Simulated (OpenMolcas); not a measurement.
Re3+ (d4) among equal point charges was computed by CASSCF with the d shell active (OpenMolcas, ANO-RCC-VTZP on the metal). Its lowest spin-free states, and all those of the highest spin:

| 2S+1 | Degeneracy | E (cm-1) |
| --- | --- | --- |
| 5 | 1 | 0.0 |
| 5 | 2 | 1474 |
| 3 | 2 | 11089 |
| 3 | 2 | 11317 |
| 3 | 2 | 13505 |
| 5 | 2 | 14253 |
| 1 | 1 | 16114 |
| 3 | 1 | 17384 |
| 3 | 2 | 17506 |
| 3 | 2 | 18947 |
| 1 | 2 | 18983 |
| 3 | 2 | 20015 |

Is the site octahedral, tetrahedral or cube-like, axial, or of lower symmetry?

The states with 2S+1 = 5 have orbital degeneracies 1, 2, 2. There are pairs but no triples, so the site is axial: not cubic, but with a proper or improper axis of order three or more. The run had Re3+ among 2 point charges of -1.62 e arranged as a linear pair (D∞h), 1.92 Å from the ion.

Spin-orbit coupling mixes the spin-free states strongly: the lowest level takes only 43 % from its leading state, 5Σ. Without dynamic correlation the repulsion within the d shell is too large (B by tens of per cent), so at a given field states of lower spin stand too high. This shell can be high or low spin here, a state of another spin lies low, and with metal d orbitals alone active their balance is uncertain, so the ground spin may be wrong. Point charges give a weaker field than real ligands, and real ions of this kind are as a rule low spin; the high spin found here belongs to the model. Point charges carry no covalency, so the field is a model and not that of real ligands. No measured value stands beside these numbers.
